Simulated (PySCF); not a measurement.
This PySCF input asks for the NMR shieldings of `CC[C@@H](F)[Si@@H](N)NC`, C$_{4}$H$_{13}$FN$_{2}$Si; the geometry comes from GFN2-xTB.

```python
import basis_set_exchange as bse
import numpy as np
from pyscf import gto, dft
from pyscf.prop import nmr

atoms = """
C    -2.548473    0.280892   -1.513976
C    -1.465998   -0.156516   -0.532863
C    -0.501870    0.971169   -0.188079
F    -1.206440    1.961425    0.507677
Si    0.981977    0.439443    0.925583
N     0.565666   -0.266863    2.441332
N     1.765961   -0.843751    0.088559
C     2.285095   -0.739190   -1.255817
H    -3.102268    1.123733   -1.106557
H    -3.245598   -0.532328   -1.703876
H    -2.105631    0.585589   -2.460660
H    -0.886702   -0.980374   -0.952314
H    -1.931199   -0.504975    0.391683
H    -0.176317    1.471636   -1.107801
H     1.734372    1.656398    1.252724
H     0.163010   -1.190553    2.442288
H     0.071560    0.316428    3.095980
H     2.354572   -1.432054    0.659689
H     3.281661   -0.286121   -1.288741
H     2.344233   -1.731176   -1.708985
H     1.613468   -0.125869   -1.851573
"""
names = dict.fromkeys(["C", "F", "Si", "N", "H"], "pcSseg-1")
basis = {el: gto.basis.parse(bse.get_basis(n, elements=[el], fmt="nwchem")) for el, n in names.items()}
mol = gto.M(atom=atoms, basis=basis, charge=0, verbose=0)
mf = dft.RKS(mol, xc="PBE0")
mf.grids.level = 2
mf.grids.alignment = dft.numint.BLKSIZE   # the property module wants whole blocks of grid points
mf.conv_tol = 1e-9
mf.kernel()

calc = nmr.RKS(mf)   # GIAO
C = mf.mo_coeff
Co = C[:, mf.mo_occ > 0]
resp = mf.gen_response(singlet=True, hermi=2)
def vind(x):   # induced exchange potential for any number of trial vectors
    d = np.einsum("pi,xij,qj->xpq", C, 2 * x.reshape(-1, C.shape[1], Co.shape[1]), Co, optimize=True)
    return np.einsum("xpq,pi,qj->xij", resp(d - d.transpose(0, 2, 1)), C, Co, optimize=True).ravel()
mo1, _ = nmr.rhf.solve_mo1(calc, with_cphf=vind)
sigma = calc.kernel(mo1)
for i, s in enumerate(sigma):   # ppm
    w = np.linalg.eigvalsh((s + s.T) / 2)
    print("%2d %-2s iso %8.1f  s11 %8.1f  s22 %8.1f  s33 %8.1f" % (i, mol.atom_pure_symbol(i), w.mean(), *w))
```

Question: What are the results?

Answer: 
```
 0 C  iso    172.4  s11    153.7  s22    175.8  s33    187.8
 1 C  iso    159.3  s11    149.6  s22    159.1  s33    169.2
 2 C  iso     92.5  s11     55.0  s22     79.6  s33    143.0
 3 F  iso    448.1  s11    385.7  s22    441.9  s33    516.7
 4 Si iso    374.1  s11    345.4  s22    358.7  s33    418.2
 5 N  iso    258.1  s11    219.4  s22    271.7  s33    283.2
 6 N  iso    246.5  s11    209.4  s22    251.8  s33    278.3
 7 C  iso    156.3  s11    133.6  s22    149.0  s33    186.3
 8 H  iso     30.1  s11     25.1  s22     29.4  s33     35.7
 9 H  iso     30.5  s11     25.6  s22     28.0  s33     38.1
10 H  iso     31.0  s11     26.7  s22     28.9  s33     37.2
11 H  iso     30.2  s11     24.2  s22     31.0  s33     35.4
12 H  iso     30.0  s11     25.0  s22     30.8  s33     34.3
13 H  iso     27.3  s11     25.2  s22     26.0  s33     30.6
14 H  iso     26.6  s11     23.4  s22     24.2  s33     32.2
15 H  iso     31.5  s11     25.1  s22     27.7  s33     41.7
16 H  iso     31.5  s11     24.2  s22     26.8  s33     43.5
17 H  iso     31.7  s11     21.8  s22     31.2  s33     42.0
18 H  iso     28.8  s11     23.3  s22     26.5  s33     36.6
19 H  iso     28.9  s11     24.2  s22     26.4  s33     36.2
20 H  iso     29.5  s11     24.4  s22     30.1  s33     34.1
```

These numbers come from an equivalent density-fitted implementation of the same equations, which agrees with the script to about 0.01 ppm for H and up to a few tenths of a ppm for heavy atoms, so last digits may differ.

Size and cost of the density-fitted run: 208 basis functions, 74 s wall time on 1 thread of an Arm Neoverse N1, shared host; peak memory 1 GiB.
